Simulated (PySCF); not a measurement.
## Computed vibrations of [Gd(NH3)3]3+

[Gd(NH3)3]3+ (singlet in the valence; each metal's 4f electrons, 7 of them, lie in its core potential, out of spins and levels). PySCF 2.14.0, RKS PBE0, Gd lcecp-1-SVP with ECP53, N def2-SVP, H def2-SVP; non-relativistic Hamiltonian with scalar-relativistic core potentials where named; density fitting; no spin-orbit coupling. Central differences of gradients.

```xyz
13

Gd    0.0000    0.0000    0.0000
N     2.4339    0.0009    0.0000
H     2.8843   -0.4676    0.8084
H     2.8843   -0.4676   -0.8084
H     2.8845    0.9346    0.0000
N    -1.2178    2.1073    0.0000
H    -1.0371    2.7317    0.8084
H    -1.0371    2.7317   -0.8084
H    -2.2516    2.0308    0.0000
N    -1.2161   -2.1083    0.0000
H    -1.8471   -2.2640    0.8084
H    -1.8471   -2.2640   -0.8084
H    -0.6329   -2.9653    0.0000
```

Run from Python with OMP_NUM_THREADS=2. Where DIIS fails, smearing, a level shift and second-order steps follow.
It took 90 s on 2 threads of Arm Neoverse V2 (shared host).

Problem. What are the harmonic wavenumbers and infrared intensities?

Solution. Modes are labelled in C3h; negative numbers are unstable modes, those under 60 cm⁻¹ near the noise; a finer grid moves soft modes by up to 10 cm⁻¹.
```tsv
cm⁻¹	km/mol	symmetry
-43	–	a''
-40	–	a''
-40	–	e''
-40	–	e''
82	8.1	e'
82	8.1	e'
354	0.0	a'
364	10.0	e'
364	10.0	e'
643	0.0	a'
656	0.0	e''
656	0.0	e''
671	213.8	a''
684	90.3	e'
684	90.3	e'
1417	207.3	e'
1417	207.3	e'
1420	0.0	a'
1607	153.4	a''
1608	78.3	e'
1608	78.3	e'
1609	0.0	a'
1610	0.0	e''
1610	0.0	e''
3347	358.8	e'
3347	358.8	e'
3356	0.0	a'
3416	0.0	e''
3416	0.0	e''
3417	505.2	a''
3422	0.0	a'
3423	246.0	e'
3423	246.0	e'
```

Problem. Is this a minimum?

Solution. Probably not: 4 unstable, though so soft as to be near the noise; the lowest moves the atoms so:
```
Gd   0.00  0.00 -0.04
N    0.00  0.00  0.11
H   -0.04 -0.26 -0.01
H    0.04  0.26 -0.01
H    0.00  0.00  0.43
N    0.00  0.00  0.11
H    0.24  0.09 -0.01
H   -0.24 -0.09 -0.01
H    0.00  0.00  0.43
N    0.00  0.00  0.11
H   -0.20  0.17 -0.01
H    0.20 -0.17 -0.01
H    0.00  0.00  0.43
```

An lcecp potential fixes the number of 4f electrons, so in runs with it no electron can move into or out of that shell.
